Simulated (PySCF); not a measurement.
Compound: C5H3NO.
Structure used (PBE0-D3(BJ)/def2-TZVP), in Å, numbered top down from 1:
```
atom  x, y, z in Å
N1     3.1534   -0.4319   -0.2491
C2     2.0233   -0.2332   -0.1495
C3     0.6340   -0.0014   -0.0298
C4    -0.4276   -0.9462   -0.2202
C5    -1.5674   -0.2596    0.0025
O6    -1.2932    1.0310    0.3148
C7     0.0370    1.1793    0.2935
H8    -0.3279   -1.9856   -0.4851
H9    -2.6096   -0.5290   -0.0198
H10    0.4287    2.1562    0.5221
```

Level: wB97X-D/pcSseg-2 in PySCF, non-relativistic, on one gas-phase PBE0-D3(BJ)/def2-TZVP geometry that isn't relaxed in the solvent. The solvent is an IEF-PCM continuum (cavity from Bondi-type radii × 1.2). Only the electrostatic response of the medium enters.

Gas phase at wB97X-D/pcSseg-2: HOMO -9.33 eV, LUMO 0.71 eV, dipole 4.09 D.

Task: What does the continuum do to the energy, the frontier levels and the dipole at wB97X-D/pcSseg-2 in chloroform?

Result: 
| solvent | ε | E(solvent) − E(gas) (kcal/mol) | polarisation term (kcal/mol) | distortion of the solute (kcal/mol) | HOMO (eV) | LUMO (eV) | dipole (D) |
| --- | --- | --- | --- | --- | --- | --- | --- |
| chloroform | 4.711 | -5.10 | -5.87 | 0.77 | -9.13 | 0.82 | 4.99 |

The polarisation term is half the interaction of the solute with the surface charges that it induces; the rest is the cost of distorting the solute's density. The sum is the electrostatic part of solvation alone.

Task: Which radius a makes the point-dipole formula ΔE = −[(ε − 1)/(2ε + 1)]·μ²/a³ give the value in chloroform, with the gas-phase dipole?

Result: μ = 1.610 au and |ΔE| = 0.00813 Eh give a = 2.56 Å; the farthest nucleus lies 3.19 Å from the centroid of the nuclei, so such a sphere wouldn't even hold the nuclei. The formula assumes a rigid point dipole at the centre of a sphere.

Task: Give the dipole vector in the frame of the coordinates (D, pointing from negative to positive charge), gas and chloroform.

Result: Gas (-4.06, 0.41, 0.28), solvent (-4.94, 0.57, 0.36). Its length changes by +22 % and its direction by less than 1°.

On an Arm Neoverse V1 with one thread (shared host), this took 42 s and 1.3 GiB of memory at its peak. This is the whole shielding run at wB97X-D/pcSseg-2 in chloroform, SCF included.

Note: wB97X-D ran without an empirical dispersion term, which enters the total energy and its gradient alone.
